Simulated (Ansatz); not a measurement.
The inner images of a band of Cl2GaH3O (7 atoms, charge 0, multiplicity 1) are given out of order.

These are results of RKS PBE/def2-SVP (Ansatz), not measurements.

Image 0:

```xyz
7
Properties=species:S:1:pos:R:3
Ga 0.119 0.088 0.162
H 0.045 0.805 1.552
Cl 1.857 0.258 -1.126
Cl -1.763 -0.329 -0.932
O 0.147 -1.991 0.697
H -0.673 -2.235 0.205
H -0.059 -2.144 1.641
```

Image 8:

```xyz
7
Properties=species:S:1:pos:R:3
Ga 0.066 -0.683 -0.509
H -0.025 0.223 2.145
Cl 1.855 0.412 -0.922
Cl -1.860 0.168 -0.959
O 0.219 -2.357 0.113
H -0.660 -2.770 0.216
H 0.077 -0.541 2.114
```

Q: Put them in order from the first end to the last, with their energies above the first end.
A.
```xyz
7
Properties=species:S:1:pos:R:3
Ga 0.058 -0.305 -0.152
H 0.015 -0.084 1.672
Cl 1.881 0.460 -0.992
Cl -1.871 0.154 -1.000
O 0.178 -2.071 0.635
H -0.611 -2.634 0.495
H 0.023 -1.069 1.540
```
B.
```xyz
7
Properties=species:S:1:pos:R:3
Ga 0.085 0.073 0.106
H 0.030 0.639 1.567
Cl 1.859 0.299 -1.126
Cl -1.785 -0.161 -1.023
O 0.145 -1.999 0.694
H -0.667 -2.402 0.316
H 0.005 -1.997 1.663
```
C.
```xyz
7
Properties=species:S:1:pos:R:3
Ga 0.057 -0.149 -0.074
H 0.017 0.031 1.595
Cl 1.887 0.436 -1.043
Cl -1.872 0.118 -1.025
O 0.182 -2.050 0.711
H -0.615 -2.602 0.557
H 0.016 -1.332 1.477
```
D.
```xyz
7
Properties=species:S:1:pos:R:3
Ga 0.064 0.042 0.050
H 0.019 0.442 1.572
Cl 1.863 0.353 -1.121
Cl -1.813 -0.025 -1.069
O 0.158 -2.025 0.691
H -0.643 -2.529 0.437
H 0.026 -1.805 1.637
```
E.
```xyz
7
Properties=species:S:1:pos:R:3
Ga 0.066 -0.618 -0.419
H -0.006 0.077 1.973
Cl 1.851 0.462 -0.899
Cl -1.858 0.192 -0.952
O 0.224 -2.279 0.254
H -0.655 -2.692 0.361
H 0.051 -0.690 1.879
```
F.
```xyz
7
Properties=species:S:1:pos:R:3
Ga 0.057 -0.016 -0.005
H 0.015 0.227 1.570
Cl 1.878 0.402 -1.094
Cl -1.844 0.061 -1.063
O 0.178 -2.055 0.700
H -0.630 -2.586 0.538
H 0.017 -1.579 1.552
```
G.
```xyz
7
Properties=species:S:1:pos:R:3
Ga 0.062 -0.495 -0.282
H 0.007 -0.050 1.806
Cl 1.861 0.476 -0.932
Cl -1.864 0.188 -0.971
O 0.208 -2.166 0.455
H -0.636 -2.655 0.428
H 0.033 -0.847 1.693
```

A: B (+0.7 kcal/mol), D (+2.8 kcal/mol), F (+6.9 kcal/mol), C (+16.8 kcal/mol), A (+28.5 kcal/mol), G (+19.3 kcal/mol), E (+13.4 kcal/mol).

The run took 3.2 min on 2 threads of Arm Neoverse N1, with other jobs on the host, peak memory 0.15 GiB.
